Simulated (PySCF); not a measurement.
## Computed properties of AlOBr, SMILES [Br][Al]=[O]

AlOBr, SMILES [O]=[Al][Br]. Coordinates come from a r2SCAN-D4/def2-TZVP optimisation. The values are those of a single conformer. All values are computed for the isolated molecule unless a solvent is named; none is compared with measurement here.

**Structure.** The optimised structure has C∞v symmetry. All 4 harmonic modes at r2SCAN-D4/def2-TZVP (PySCF) are real, so it is a minimum. With heavy atoms numbered as in [Al:1](=[O:2])[Br:3], the shortest bond between them is Al1–O2 at 1.599 Å and the longest Al1–Br3 at 2.216 Å.

**Vibrations.** The strongest infrared lines (harmonic, unscaled, degenerate partners summed) lie at 163 cm⁻¹ (116 km/mol, Al 61 %, O 35 %), 1110 cm⁻¹ (83 km/mol, O 56 %, Al 44 %), 374 cm⁻¹ (18 km/mol, Br 35 %, Al 35 %, O 31 %). The softest mode is at 163 cm⁻¹ and the zero-point energy is 2.6 kcal/mol.

**Electronic structure.** ωB97X/def2-TZVPD (PySCF) places the frontier levels at -10.28 and -0.79 eV, a gap of 9.49 eV, and gives a dipole moment of 4.66 D and a mean polarisability of 51.7 bohr³. PBE/def2-TZVPD (PySCF) at the same geometry gives -6.55 and -3.55 eV, so its gap is 6.49 eV narrower. An orbital gap is neither the optical nor the fundamental gap.

**Excitations.** TDDFT-CAM-B3LYP/def2-SVPD (PySCF) has S1 at 3.66 eV (339 nm, f = 0.044, weak); the most intense of the 10 singlets computed lies at 6.11 eV (f = 0.07). Strengths of degenerate partners are summed. T1 (TDA) is at 3.14 eV. TDDFT-PBE/def2-SVPD (PySCF) puts S1 at 3.24 eV. No vertical singlet excitation falls in the visible range (under 3.1 eV).
